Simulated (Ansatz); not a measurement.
BF₂H₆NSi₂, SMILES `FB(F)N([SiH3])[SiH3]`, relaxed with RKS PBE0-D4/def2-TZVP in Ansatz 0.2.0 from a PBE-D4/def2-SVP geometry. The force threshold is 0.005 eV/Å; the program also tests the step.

Charge 0, multiplicity 1.

Start:

```xyz
12

F    -0.115    1.294    2.346
B    -0.456    0.236    1.603
F    -1.220   -0.701    2.195
N    -0.058    0.069    0.247
Si   -0.601   -1.415   -0.589
Si    0.953    1.249   -0.627
H    -0.043   -1.330   -1.983
H    -0.064   -2.644    0.089
H    -2.100   -1.482   -0.650
H     0.231    1.715   -1.861
H     2.243    0.602   -1.049
H     1.230    2.408    0.279
```

Task: How much energy does the relaxation release, and in how many steps? (Best estimate.)

Result: Ansatz gave: 1.26 kcal/mol, in 7 steps.

Task: Which bonds change most? (An estimate is asked.)

Result: The calculation gave: N4–Si5 from 1.788 to 1.758 Å; N4–Si6 from 1.782 to 1.754 Å; Si5–H8 from 1.502 to 1.482 Å; Si5–H9 from 1.502 to 1.482 Å.

Task: Give the relaxed structure. (Best estimate.)

Result: Computed: 
```xyz
12

F    -0.118    1.288    2.331
B    -0.456    0.235    1.599
F    -1.211   -0.686    2.198
N    -0.059    0.064    0.257
Si   -0.578   -1.387   -0.590
Si    0.928    1.219   -0.620
H     0.000   -1.288   -1.954
H    -0.063   -2.603    0.082
H    -2.056   -1.447   -0.679
H     0.194    1.676   -1.826
H     2.186    0.561   -1.058
H     1.233    2.368    0.260
```
